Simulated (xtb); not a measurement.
xtb input:

```bash
xtb mol.xyz --gfn 2 --sp --chrg 0 --uhf 0
```
mol.xyz:
```
4

B     -0.44123186     0.03388884    -0.00108133
F     -1.19332490    -1.04442578    -0.00264734
F     -1.01983476     1.21440764    -0.00277648
Cl     1.30144684    -0.09995770     0.00318947
```

Q: Which total energy does the run end on?

A: -15.36771 Eh (GFN2-xTB).
